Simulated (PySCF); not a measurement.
C₄H₄. Atoms are numbered in the order given.

```xyz
8

C      0.1746    -1.9279     0.0000
C     -0.1153    -0.7359     0.0000
C     -0.4906     0.6372     0.0000
C      0.3755     1.6773     0.0000
H      0.4399    -2.9757     0.0000
H     -1.5774     0.8410     0.0000
H      1.4646     1.5171     0.0000
H      0.0076     2.7142     0.0000
```

Geometry: PBE-D3(BJ)/def2-SVP.

All values below come from SMD-PBE0/6-31G* run with PySCF.

Solvation free energies are E(SMD) − E(gas) at the gas-phase geometry, for 1 M in both phases. In vacuum the dipole moment is 0.34 D.

Computed solvation free energies in water, N,N-dimethylformamide, ethanol:
```csv
solvent,ΔG(solv) (kcal/mol),its non-electrostatic (CDS) part,dipole (D)
water,-0.3,4.7,0.60
"N,N-dimethylformamide",-3.0,1.9,0.59
ethanol,-2.9,1.9,0.59
```
